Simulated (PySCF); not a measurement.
Phosphorus: a sound run and one with changed settings

Sound run: P⁺ [Ne] 3s2 3p2, P²⁺ [Ne] 3s2 3p1. Calculation: PySCF 2.14, in def2-TZVP; the non-relativistic Hamiltonian (point nucleus). In the sound run the correlated levels freeze [Ne]. The sound run starts from symmetry-adapted Hartree-Fock orbitals and uses a fine grid where one is needed.

Changed run: scalar relativity by spin-free X2C-1e. This setting is unsound on purpose.

```csv
species,method,sound run (hartree),changed run (hartree),converged
P⁺,UHF,-340.34566,-341.07697,yes
P⁺,M06-L,-340.86855,-341.60089,yes
P⁺,B3LYP,-340.89903,-341.63211,yes
P⁺,MP2,-340.40630,-341.13760,yes
P⁺,CCSD(T),-340.42924,-341.16046,yes
P²⁺,UHF,-339.64140,-340.37266,yes
P²⁺,M06-L,-340.14528,-340.87766,yes
P²⁺,B3LYP,-340.17332,-340.90635,yes
P²⁺,MP2,-339.68615,-340.41741,yes
P²⁺,CCSD(T),-339.70639,-340.43755,yes
```

Ionisation energy of P⁺:

| method | sound run (eV) | changed run (eV) |
| --- | --- | --- |
| UHF | 19.164 | 19.165 |
| M06-L | 19.681 | 19.680 |
| B3LYP | 19.748 | 19.749 |
| MP2 | 19.596 | 19.597 |
| SCS-MP2 | 19.508 | 19.509 |
| CCSD | 19.636 | 19.638 |
| CCSD(T) | 19.670 | 19.671 |

Most of the change in total energy is the relativistic energy itself. On top of that the contraction fixes the core shape for the Hamiltonian it was made with, so the changed run is not a good calculation with the other Hamiltonian either.

For comparison, NIST gives 19.769 eV between the lowest levels.
